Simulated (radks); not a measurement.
Spherical jellium clusters: N electrons in a uniform positive sphere of charge N and radius rs N^(1/3), rs = 3.48 bohr. Calculated with a radial shooting solver with Libxc functionals: non-relativistic Kohn-Sham, LDA (Slater exchange, Perdew-Wang correlation), spin-polarised, spherical densities. Levels are named by radial order and angular momentum (1s, 1p, 1d, 2s, ...), and open shells are averaged over m.

N = 8, configuration 1s2 1p6. This is the lowest configuration that the search found. Occupied and some empty levels:

level,occupation,eigenvalue (eV),<r> (bohr)
1s,2,-5.1874,4.683
1p,6,-3.5823,5.798
1d,0,-1.7463,6.957
2s,0,-1.3668,7.340

Energy (eV): total -14.1844, kinetic 16.448, external -291.23, Hartree 141.85, exchange-correlation -31.383, background 150.13. Static polarisability (adiabatic kernel): 511.3 bohr^3, against R^3 = 337.2 for a classical metal sphere.
